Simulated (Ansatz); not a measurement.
Reactions of `CSC(C)S`.

Program: Ansatz. Geometries: PBE0-D4/def2-TZVP. ΔE: electronic, gas phase. CCSD(T)/CBS is the MP2 limit (def2-TZVPP, def2-QZVPP) plus CCSD(T) − MP2 in def2-TZVPP, frozen cores. This one scheme is used for every species. DFT in def2-TZVPP. def2 core potentials past Kr. For Zr outer-core shells are correlated without core-valence functions, which leaves a few kJ/mol of doubt a bond. One conformer a species, not always the lowest.

| reaction | CCSD(T)/CBS(def2) (kJ/mol) |
| --- | --- |
| `CSC(C)S` + H–F → `CC(F)S` + CH₃SH | 36 |
| `CSC(C)S` + `C[NH][AlH][Cl]` → `C[N](C)[AlH][Cl]` + `CSCS` | ? |
| `CSC(C)S` + SiH₄ → `CSC([SiH3])S` + CH₄ | -36 |
| `CSC(C)S` + `[NH2][Zr]([Cl])([Cl])[Cl]` → `C[NH][Zr]([Cl])([Cl])[Cl]` + `CSCS` | 34 |

Question: Fill in the missing values. (Best estimate.)

Answer: The calculation gave: `CSC(C)S` + `C[NH][AlH][Cl]` → `C[N](C)[AlH][Cl]` + `CSCS`: +31.7 kJ/mol.

Largest T1 diagnostic: 0.015, for `[NH2][Zr]([Cl])([Cl])[Cl]`.
